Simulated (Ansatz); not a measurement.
Cartesian coordinates (Å):
SMILES: [Cl][SnH3]
```xyz
5

Cl     2.1619    -0.1556    -0.0308
Sn    -0.1881     0.0136     0.0027
H     -0.5483     1.6428    -0.3455
H     -0.6711    -0.4453     1.5716
H     -0.7544    -1.0555    -1.1981
```
Charge 0, spin multiplicity 1.

All values below come from frozen-core CCSD(T)/def2-TZVPP // B3LYP-D3(BJ)/def2-TZVP (Ansatz, a first-principles code).

```yaml
HF energy: -674.63622 Ha
MP2 correlation energy: -0.52378 Ha
```

Q: Estimate the CCSD correlation energy, the (T) correction, the total energy and the T1 diagnostic.

A: 
| Item | Value |
|---|---|
| CCSD correlation energy | -0.55004 Ha |
| (T) correction | -0.01728 Ha |
| CCSD(T) total energy | -675.20354 Ha |
| T1 diagnostic | 0.012 |
